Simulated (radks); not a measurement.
The numbers below are computed, except where a source is named.
Q: Valence configurations of Fe3+ (all share [Ar]). Code: a radial shooting solver on a logarithmic mesh with Libxc functionals. Model: scalar-relativistic Kohn-Sham, r2SCAN, spin-polarised, spherical densities, finite nucleus; open shells are filled with parallel spins first; meta-GGA in the generalised Kohn-Sham scheme; Fermi nuclear charge, rms radius 3.7377 fm. Order these by energy: 3d2.5 4s0.5 4p2; 3d5; 3d4 4s1; 3d3.5 4s1 4p0.5; 3d4 4p1; 3d4.5 4s0.5; 3d3.5 4s0.5 4p1; 3d3 4s2; 3d4.5 4p0.5; 3d3 4p2.

A: From the lowest, in eV above it: 3d5 0.000; 3d4.5 4s0.5 7.716; 3d4.5 4p0.5 11.541; 3d4 4s1 16.243; 3d4 4p1 24.248; 3d3.5 4s1 4p0.5 29.972; 3d3.5 4s0.5 4p1 34.132; 3d3 4s2 39.743; 3d3 4p2 53.634; 3d2.5 4s0.5 4p2 66.091. NIST lists [Ar] 3d5 as the ground configuration; this level of theory agrees among the configurations tried. The energies are those of spherical high-spin densities, not of single terms.
